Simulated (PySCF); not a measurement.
Cartesian coordinates (Å):
```xyz
10

V      0.0246     0.0136     0.1575
F      0.3644     1.5581    -0.5695
F     -0.3872    -1.6239     0.5801
F      0.4084     0.5080     1.7768
N      1.3384    -0.6821    -0.9092
H      1.4438    -1.6860    -1.0374
H      1.8151    -0.1136    -1.6056
N     -1.6881     0.1951    -0.4598
H     -1.9626     0.9814    -1.0445
H     -2.3340    -0.5911    -0.4764
```
Charge 0, spin multiplicity 1.

Task: What is the computed HOMO, total energy and charge on the central atom (meta-Löwdin) (TPSSh-D3(BJ)/def2-TZVP // r2SCAN-D4/def2-SVP (PySCF))?

Result: 
```
Property                                          Value
----------------------------------------  -------------
HOMO                                           -7.41 eV
total energy                              -1355.8281 Ha
charge on the central atom (meta-Löwdin)         1.53 e
```
